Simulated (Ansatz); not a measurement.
A nudged elastic band was laid between two geometries of Cl2H2O2Sn + H3P (11 atoms, charge 0, multiplicity 1).

These are results of RKS BLYP/def2-SVP in Ansatz, not measurements.

- movable images: 2
- climbing image: no
- spring: 5.0 eV/Å²
- optimiser: quadratic models (default)
- start path: through a guess of the saddle point
- force threshold: 0.03 eV/Å
- iteration limit: 60
- end points: relaxed

First end point:

```xyz
11
Properties=species:S:1:pos:R:3
Sn -0.154 -0.459 -0.020
O -0.394 -0.289 1.960
H -1.239 0.173 2.146
O 1.819 -0.330 -0.325
H 2.061 -0.850 -1.121
Cl -1.371 1.268 -1.125
Cl -0.924 -2.565 -0.825
P 1.828 3.118 1.735
H 2.510 2.181 0.879
H 0.832 3.408 0.734
H 1.024 2.078 2.326
```

Last end point:

```xyz
11
Properties=species:S:1:pos:R:3
Sn 0.096 0.760 0.027
O 0.580 -0.141 2.369
H 1.175 -0.789 1.916
O 1.543 -0.682 0.018
H 1.732 -0.951 -0.904
Cl -0.037 1.100 -2.376
Cl -2.041 -0.270 0.515
P 0.508 3.048 1.115
H 1.883 2.679 1.343
H 0.805 3.622 -0.173
H -0.253 -0.641 2.513
```

Problem. Which bonds break or form, and what moves?

Solution. Bonds broken: Sn1–O2, P8–H11. Bonds formed: Sn1–P8, O2–H11. Cl2H2O2Sn + H3P becomes Cl2H5O2PSn.

Problem. What energy profile does the band end with?

Solution. The run converged. The highest image is number 1 of 0 to 3, 2.9 kJ/mol above the first end and 78.1 kJ/mol above the last; the last end lies 75.3 kJ/mol below the first. No image climbed, so the highest image needn't sit at the top of the path. A band with more images between the same ends climbed to 0.95 eV, so this one has probably stepped over the top. So few images can step over the top or miss a turn of the path. The orbitals stay closed-shell, which can raise the energy where a bond breaks towards radicals; this wasn't checked here.

```json
{"image": "0", "path coordinate (Å)": "0.00", "energy (kJ/mol)": "0.0", "Sn1–O2 (Å)": "2.00", "P8–H11 (Å)": "1.44", "Sn1–P8 (Å)": "4.45"}
{"image": "1", "path coordinate (Å)": "3.16", "energy (kJ/mol)": "2.9", "Sn1–O2 (Å)": "2.00", "P8–H11 (Å)": "1.44", "Sn1–P8 (Å)": "5.11"}
{"image": "2", "path coordinate (Å)": "6.32", "energy (kJ/mol)": "-3.5", "Sn1–O2 (Å)": "2.46", "P8–H11 (Å)": "2.42", "Sn1–P8 (Å)": "2.77"}
{"image": "3", "path coordinate (Å)": "9.47", "energy (kJ/mol)": "-75.3", "Sn1–O2 (Å)": "2.56", "P8–H11 (Å)": "4.02", "Sn1–P8 (Å)": "2.57"}
```

Problem. What is the geometry of the highest image?

Solution. 
```xyz
11
Properties=species:S:1:pos:R:3
Sn -0.111 -0.624 -0.244
O -0.137 0.008 1.653
H -0.054 -0.760 2.258
O 1.747 -1.266 -0.642
H 1.796 -1.593 -1.566
Cl -0.691 1.251 -1.572
Cl -1.665 -2.397 -0.595
P 1.110 3.779 2.050
H 2.430 3.207 2.160
H 1.093 3.626 0.616
H 0.474 2.502 2.247
```

The run took 44 s on 4 threads of AMD EPYC 7B13 (Zen 3) (shared host), peak memory 0.22 GiB.
